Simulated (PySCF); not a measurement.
C4H3N2, SMILES [c]1cncnc1, multiplicity 2. Atoms are numbered in the order given.

```xyz
9

C      0.0000     0.0000     1.3753
C      0.0000     1.2101     0.6967
N      0.0000     1.2040    -0.6561
C      0.0000     0.0000    -1.2462
N      0.0000    -1.2040    -0.6561
C      0.0000    -1.2101     0.6967
H      0.0000     2.1925     1.2010
H      0.0000     0.0000    -2.3522
H      0.0000    -2.1925     1.2010
```
Charge 0, spin multiplicity 2.

The structure is a stationary point at PBE-D3(BJ)/def2-SVP. The isomer is the one that the SMILES or the coordinates give; other isomers of the formula were not compared.

The numbers are results of TDA-PBE/def2-SVPD (PySCF 2.14.0), not measurements.

Vertical excitations. Isolated molecule, no solvent.

```csv
state,energy (eV),λ (nm),f,main pairs
root 1,2.15,577,0.003,β HOMO→LUMO 99 %
root 2,3.05,407,0.001,"α HOMO→LUMO+1 6 %, β HOMO−1→LUMO 92 %"
root 3,3.30,376,0.000,"α HOMO−1→LUMO 31 %, β HOMO→LUMO+1 67 %"
root 4,3.34,371,0.000,α HOMO→LUMO 98 %
root 5,3.79,327,0.003,"α HOMO−1→LUMO 67 %, β HOMO→LUMO+1 30 %"
root 6,3.97,312,0.008,"α HOMO→LUMO+1 91 %, β HOMO−1→LUMO 6 %"
root 7,4.01,309,0.000,"α HOMO−1→LUMO+1 57 %, β HOMO→LUMO+2 36 %"
root 8,4.02,308,0.047,β HOMO−2→LUMO 90 %
root 9,4.20,295,0.000,β HOMO−3→LUMO 94 %
root 10,4.32,287,0.000,"α HOMO−1→LUMO+1 40 %, β HOMO→LUMO+2 57 %"
```
Unrestricted roots are not spin-pure.
